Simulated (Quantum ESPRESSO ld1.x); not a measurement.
Problem. Species: Pm+. Configuration: [Xe] 4f5.5 6s0.5 (fractional occupations, a model configuration). All-electron calculation, non-relativistic Kohn-Sham, LDA (Slater exchange, Perdew-Wang correlation), spin-polarised, spherical densities, point nucleus; open shells are filled with parallel spins first; relativity is left out, which matters for an element this heavy. Program: ld1.x of Quantum ESPRESSO 7.5. Some entries of the table are withheld. Estimate them.

orbital,occ.,eigenvalue (hartree),<r> (bohr)
1s up,1,-1563.02,0.02490
1s down,1,-1563.02,0.02490
2s up,1,-245.994,0.1063
2s down,1,-245.991,0.1063
2p up,3,-233.481,0.09020
2p down,3,-233.479,0.09019
3s up,1,-53.4698,0.2764
3s down,1,-53.3975,0.2762
3p up,3,-47.9596,0.2661
3p down,3,-47.8930,0.2659
3d up,5,-37.6575,0.2372
3d down,5,-37.6079,0.2370
4s up,1,-10.5161,0.6272
4s down,1,-10.3654,0.6272
4p up,3,-8.41548,0.6443
4p down,3,-8.26531,0.6444
4d up,5,-4.69585,0.6898
4d down,5,-4.54718,0.6906
5s up,1,-1.51524,1.536
5s down,1,-1.43730,1.559
5p up,3,-0.96594,(1)
5p down,3,-0.90290,(2)
4f up,5.5,-0.31622,1.017
6s up,0.5,(3),4.238
6s down,0,(4),4.358
4f down,0,-0.18993,1.118

Solution. 
(1) 5p up <r> (bohr): 1.749
(2) 5p down <r> (bohr): 1.784
(3) 6s up eigenvalue (hartree): -0.27487
(4) 6s down eigenvalue (hartree): -0.25105
